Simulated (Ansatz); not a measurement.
C3H9N, SMILES `CCNC` (C–C–N–C torsion 64°) (charge 0, multiplicity 1).

Calculation: B3LYP/cc-pVTZ // PBE0-D3(BJ)/def2-TZVP run with Ansatz (a first-principles code).

Ansatz 0.2 input:
```yaml
crystal:
  periodic: [false, false, false]
  atoms:
    - { symbol: C, position_ang: [-1.442497, 0.443959, 0.237214] }
    - { symbol: C, position_ang: [-0.573841, -0.4091, -0.679826] }
    - { symbol: N, position_ang: [0.829994, -0.054699, -0.750438] }
    - { symbol: C, position_ang: [1.558991, -0.211725, 0.488109] }
    - { symbol: H, position_ang: [-2.484152, 0.114594, 0.20079] }
    - { symbol: H, position_ang: [-1.11545, 0.386115, 1.277633] }
    - { symbol: H, position_ang: [-1.414887, 1.494697, -0.066368] }
    - { symbol: H, position_ang: [-0.977063, -0.372649, -1.69676] }
    - { symbol: H, position_ang: [-0.631522, -1.457848, -0.366907] }
    - { symbol: H, position_ang: [0.930214, 0.890979, -1.09731] }
    - { symbol: H, position_ang: [1.518408, -1.260398, 0.797215] }
    - { symbol: H, position_ang: [1.192611, 0.396006, 1.330052] }
    - { symbol: H, position_ang: [2.60919, 0.040068, 0.326595] }
basis:
  gaussian: { orbitals: cc-pVTZ }
hamiltonian:
  xc: b3lyp
```

Output:

```
Functional definition: B3LYP
1207 factors; their error is unknown
mean field evaluation 1: about -4738.3862 eV, gradient 7.1e1 eV
mean field evaluation 2: about -4728.6629 eV, gradient 9.4e1 eV
mean field evaluation 4: about -4749.6636 eV, gradient 5.5e0 eV
mean field evaluation 8: about -4749.7258 eV, gradient 8.0e-2 eV
mean field evaluation 16: about -4749.7062 eV, gradient 2.3e-5 eV
mean field -4749.70621838 eV, -174.5484840590 hartree, gradient 2.3e-5 eV, S^2 0.000000; 0 other end points of the search recorded, 0 dependent functions left out
reference -4749.70649123 eV, -174.5484940858 hartree; 17, 17 occupied and 229, 229 virtual orbitals, 1207 factors
Total energy: -4749.70649123 eV, -174.5484940858 hartree
```
